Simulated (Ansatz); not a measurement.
Calculation: PBE0-D3(BJ)/def2-TZVP (Ansatz, a first-principles code). No frequencies were computed at this level.

Ansatz 0.2 input:
```yaml
crystal:
  periodic: [false, false, false]
  atoms:
    - { symbol: C, position_ang: [1.458703, 0.354219, -0.351158] }
    - { symbol: C, position_ang: [0.293759, -0.098849, 0.494377] }
    - { symbol: C, position_ang: [-0.728292, -1.035908, -0.165147] }
    - { symbol: Si, position_ang: [-1.434755, 0.640839, 0.312991] }
    - { symbol: H, position_ang: [2.171277, -0.460131, -0.492198] }
    - { symbol: H, position_ang: [1.982931, 1.183523, 0.121785] }
    - { symbol: H, position_ang: [1.118411, 0.679468, -1.332154] }
    - { symbol: H, position_ang: [0.609893, -0.416566, 1.483326] }
    - { symbol: H, position_ang: [-0.543529, -1.262816, -1.206443] }
    - { symbol: H, position_ang: [-0.992738, -1.92502, 0.390426] }
    - { symbol: H, position_ang: [-1.653289, 1.612024, -0.743519] }
    - { symbol: H, position_ang: [-2.28237, 0.729217, 1.487714] }
basis:
  gaussian: { orbitals: def2-tzvp }
hamiltonian:
  xc: pbe0
  dispersion: d3bj
relax:
  max_steps: 150
```

Output:

```
Functional definition: PBE0
1160 factors; their error is unknown
mean field evaluation 1: about -11100.5058 eV, gradient 6.8e1 eV
mean field evaluation 2: about -11082.2571 eV, gradient 1.0e2 eV
mean field evaluation 4: about -11111.9617 eV, gradient 5.9e0 eV
mean field evaluation 8: about -11112.0391 eV, gradient 7.2e-2 eV
mean field evaluation 16: about -11112.0560 eV, gradient 1.1e-4 eV
mean field -11112.05598124 eV, -408.3605252883 hartree, gradient 1.4e-5 eV, S^2 0.000000; 0 other end points of the search recorded, 0 dependent functions left out
reference -11112.05601488 eV, -408.3605265247 hartree; 20, 20 occupied and 158, 158 virtual orbitals, 1160 factors
relax step   1: F+E_penalty+E_count = -11112.26529007 eV  Δ(F+E_penalty+E_count) = +0.000e0 eV  max|allowed force component| = 1.140e0 eV/Å  Δτ_max = 0.0000 Å  (28 SCF iters, accepted)
these checks for a lower state are left out or cut short: starts, cluster_reference, orbital_swaps, neighbouring_geometries, increment
1160 factors; their error is unknown
mean field -11112.09530318 eV, -408.3619703432 hartree, gradient 1.1e-5 eV, S^2 0.000000; 0 other end points of the search recorded, 0 dependent functions left out
reference -11112.09533680 eV, -408.3619715785 hartree; 20, 20 occupied and 158, 158 virtual orbitals, 1160 factors
relax step   2: F+E_penalty+E_count = -11112.30447601 eV  Δ(F+E_penalty+E_count) = -3.919e-2 eV  max|allowed force component| = 4.746e-1 eV/Å  Δτ_max = 0.0366 Å  (31 SCF iters, accepted)
these checks for a lower state are left out or cut short: starts, cluster_reference, orbital_swaps, neighbouring_geometries, increment
1160 factors; their error is unknown
mean field evaluation 32: about -11112.1020 eV, gradient 1.0e-5 eV
mean field -11112.10203796 eV, -408.3622178419 hartree, gradient 1.0e-5 eV, S^2 0.000000; 0 other end points of the search recorded, 0 dependent functions left out
reference -11112.10207156 eV, -408.3622190765 hartree; 20, 20 occupied and 158, 158 virtual orbitals, 1160 factors
relax step   3: F+E_penalty+E_count = -11112.31144107 eV  Δ(F+E_penalty+E_count) = -6.965e-3 eV  max|allowed force component| = 9.811e-2 eV/Å  Δτ_max = 0.0132 Å  (31 SCF iters, accepted)
these checks for a lower state are left out or cut short: starts, cluster_reference, orbital_swaps, neighbouring_geometries, increment
1160 factors; their error is unknown
mean field -11112.10176645 eV, -408.3622078639 hartree, gradient 1.0e-5 eV, S^2 0.000000; 0 other end points of the search recorded, 0 dependent functions left out
reference -11112.10180005 eV, -408.3622090987 hartree; 20, 20 occupied and 158, 158 virtual orbitals, 1160 factors
relax step   4: F+E_penalty+E_count = -11112.31119470 eV  Δ(F+E_penalty+E_count) = +2.464e-4 eV  max|allowed force component| = 1.112e-1 eV/Å  Δτ_max = 0.0094 Å  (31 SCF iters, rejected (line search))
these checks for a lower state are left out or cut short: starts, cluster_reference, orbital_swaps, neighbouring_geometries, increment
1160 factors; their error is unknown
mean field -11112.10256815 eV, -408.3622373258 hartree, gradient 1.0e-5 eV, S^2 0.000000; 0 other end points of the search recorded, 0 dependent functions left out
reference -11112.10260173 eV, -408.3622385601 hartree; 20, 20 occupied and 158, 158 virtual orbitals, 1160 factors
relax step   5: F+E_penalty+E_count = -11112.31199414 eV  Δ(F+E_penalty+E_count) = -5.531e-4 eV  max|allowed force component| = 1.834e-2 eV/Å  Δτ_max = 0.0046 Å  (32 SCF iters, accepted)
these checks for a lower state are left out or cut short: starts, cluster_reference, orbital_swaps, neighbouring_geometries, increment
1160 factors; their error is unknown
mean field -11112.10269775 eV, -408.3622420887 hartree, gradient 1.0e-5 eV, S^2 0.000000; 0 other end points of the search recorded, 0 dependent functions left out
reference -11112.10273134 eV, -408.3622433230 hartree; 20, 20 occupied and 158, 158 virtual orbitals, 1160 factors
relax step   6: F+E_penalty+E_count = -11112.31205607 eV  Δ(F+E_penalty+E_count) = -6.193e-5 eV  max|allowed force component| = 1.300e-2 eV/Å  Δτ_max = 0.0084 Å  (32 SCF iters, accepted)
these checks for a lower state are left out or cut short: starts, cluster_reference, orbital_swaps, neighbouring_geometries, increment
1160 factors; their error is unknown
mean field -11112.10273921 eV, -408.3622436123 hartree, gradient 1.0e-5 eV, S^2 0.000000; 0 other end points of the search recorded, 0 dependent functions left out
reference -11112.10277280 eV, -408.3622448467 hartree; 20, 20 occupied and 158, 158 virtual orbitals, 1160 factors
relax step   7: F+E_penalty+E_count = -11112.31207702 eV  Δ(F+E_penalty+E_count) = -2.095e-5 eV  max|allowed force component| = 5.909e-3 eV/Å  Δτ_max = 0.0015 Å  (32 SCF iters, accepted)
1160 factors; their error is unknown
mean field evaluation 64: about -11112.1027 eV, gradient 2.2e-4 eV
mean field -11112.10273921 eV, -408.3622436123 hartree, gradient 1.0e-5 eV, S^2 0.000000; 1 other end points of the search recorded, 0 dependent functions left out
reference -11112.10277280 eV, -408.3622448467 hartree; 20, 20 occupied and 158, 158 virtual orbitals, 1160 factors
Total energy: -11112.31211061 eV, -408.3699378693 hartree
Atom 0 at     1.464124     0.357769    -0.350322 Å, force    -0.000756     0.001284     0.002900 eV/Å
Atom 1 at     0.300805    -0.100325     0.491950 Å, force     0.002753    -0.000690    -0.005909 eV/Å
Atom 2 at    -0.727774    -1.045772    -0.161034 Å, force     0.002858    -0.000207     0.004784 eV/Å
Atom 3 at    -1.402889     0.609122     0.314660 Å, force    -0.000710     0.001657    -0.001176 eV/Å
Atom 4 at     2.179349    -0.456095    -0.512646 Å, force     0.000323    -0.000738     0.000506 eV/Å
Atom 5 at     1.996360     1.187138     0.120983 Å, force    -0.001268    -0.000559    -0.000614 eV/Å
Atom 6 at     1.132030     0.699795    -1.334694 Å, force    -0.000531    -0.000988    -0.000316 eV/Å
Atom 7 at     0.579562    -0.399533     1.500105 Å, force    -0.001289     0.000384     0.001893 eV/Å
Atom 8 at    -0.566464    -1.255994    -1.214632 Å, force    -0.001559     0.002268    -0.001408 eV/Å
Atom 9 at    -1.014092    -1.926865     0.403934 Å, force    -0.000210    -0.002211    -0.001285 eV/Å
Atom 10 at    -1.649723     1.606341    -0.749244 Å, force    -0.000050    -0.000270    -0.000050 eV/Å
Atom 11 at    -2.291288     0.724419     1.490938 Å, force     0.000438     0.000069     0.000674 eV/Å
Dipole moment:     0.045545    -0.015055     0.017265 e Å
```

Cost: roughly 40 core-seconds.
